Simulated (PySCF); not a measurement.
AlF₂H₃O₂Si, SMILES [OH][Al]([OH])[SiH](F)F. Atoms are numbered in the order given.

```xyz
9

Si    -1.2367    -0.2965     0.0263
F     -1.8291     0.5906     1.2569
F     -1.8332     0.3477    -1.3458
Al     1.1721    -0.1182     0.0114
O      2.0453    -1.5747     0.0463
O      1.8471     1.4355    -0.0305
H     -1.8329    -1.6532     0.1529
H      2.9857    -1.7585     0.0459
H      2.7447     1.7686    -0.0410
```

The structure is a stationary point at ωB97X-D3(BJ)/def2-SVP. The structure was generated by enumeration; whether it is a known compound was not checked. One conformer was computed; it need not be the lowest.

All values below come from ωB97X-D3(BJ)/def2-SVP (PySCF).

Frequencies are harmonic and unscaled.

Computed normal modes with their intensities:
```
mode  ν (cm⁻¹)  IR (km/mol)  Raman (Å⁴/amu)  depolarisation    moving atoms (share of kinetic energy)
----  --------  -----------  --------------  --------------  ----------------------------------------
1           15          0.1             0.1            0.75                            O 46 %, F 45 %
2           97          0.9             0.1            0.70            O 54 %, F 23 %, Al 13 %, H 9 %
3          108          0.1             0.3            0.75                    F 67 %, O 15 %, Si 9 %
4          189          1.8             2.1            0.54                     O 49 %, F 31 %, H 9 %
5          253         56.1             1.9            0.68  Al 24 %, O 22 %, F 21 %, H 17 %, Si 16 %
6          258         11.7             0.7            0.72           Al 60 %, O 13 %, F 12 %, H 10 %
7          297         10.8             1.1            0.75                             H 92 %, O 8 %
8          322         18.0             0.8            0.75                           F 62 %, Si 34 %
9          370        321.6             1.0            0.75                            H 80 %, O 17 %
10         419        332.6             2.0            0.74                            H 86 %, O 12 %
11         430         13.7            14.3            0.09          Si 39 %, Al 24 %, H 21 %, O 11 %
12         519         20.1             4.3            0.11                            H 59 %, O 39 %
13         812        352.3             7.1            0.65                   O 39 %, H 35 %, Al 21 %
14         833         28.7             5.9            0.74                   F 43 %, H 37 %, Si 14 %
15         837          9.8            12.9            0.75                            H 85 %, F 15 %
16         895         81.8             1.5            0.43  Si 29 %, H 26 %, F 23 %, O 12 %, Al 10 %
17         942        172.1             2.5            0.75                    Si 48 %, F 44 %, H 9 %
18         957        128.9             2.0            0.74                           Al 49 %, O 46 %
19        2273        163.8           161.0            0.28                                    H 97 %
20        4003         93.5           135.9            0.35                                    H 94 %
21        4014        130.8           189.8            0.26                                    H 94 %
```
